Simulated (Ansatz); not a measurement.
Dissociation curve of Mg2, singlet.

Calculation: full CI/cc-pVTZ, frozen core run with Ansatz (an electronic-structure program).

Task: Relative to R = 3.97 Å, what are the energies at R = 3.03, 3.30, 7.90, 8.73 Å?

Result: 0.153 eV at 3.03 Å, 0.050 eV at 3.30 Å, 0.041 eV at 7.90 Å, 0.042 eV at 8.73 Å.
